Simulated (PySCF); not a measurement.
Cl2MoO, neutral, multiplicity 3. Atoms are numbered in the order given.

```xyz
4

Mo     0.0000     0.0000    -0.3082
O      0.0000     0.0000    -1.9508
Cl     0.0000    -1.9714     0.8397
Cl     0.0000     1.9714     0.8397
```
Charge 0, spin multiplicity 3.

The structure is a stationary point at PBE0-D3(BJ)/def2-SVP. The spin state was assumed, not searched. The def2 effective core potentials stand for the cores of Mo; spin–orbit coupling is left out.

Computed with TDA-PBE/def2-SVPD (PySCF).

Vertical excitations. The molecule is in vacuum.

Task: Give excitation energies, oscillator strengths and character. (Estimate from the structure and the level; the computed values follow.)

Result: 
| state | energy (eV) | λ (nm) | f | main pairs |
|---|---|---|---|---|
| root 1 | 1.58 | 785 | 0.006 | α HOMO→LUMO 98 % |
| root 2 | 2.05 | 606 | 0.001 | α HOMO−1→LUMO 98 % |
| root 3 | 2.88 | 431 | 0.000 | α HOMO→LUMO+1 99 % |
| root 4 | 2.89 | 429 | 0.000 | α HOMO→LUMO+2 98 % |
| root 5 | 3.48 | 356 | 0.002 | α HOMO−1→LUMO+2 98 % |
| root 6 | 3.50 | 354 | 0.008 | α HOMO−1→LUMO+1 98 % |
| root 7 | 3.71 | 335 | 0.003 | β HOMO→LUMO 98 % |
| root 8 | 3.91 | 317 | 0.000 | α HOMO−2→LUMO 97 % |
| root 9 | 3.92 | 316 | 0.005 | β HOMO−1→LUMO 93 % |
| root 10 | 3.94 | 314 | 0.001 | β HOMO−2→LUMO 99 % |
Unrestricted roots are not spin-pure.
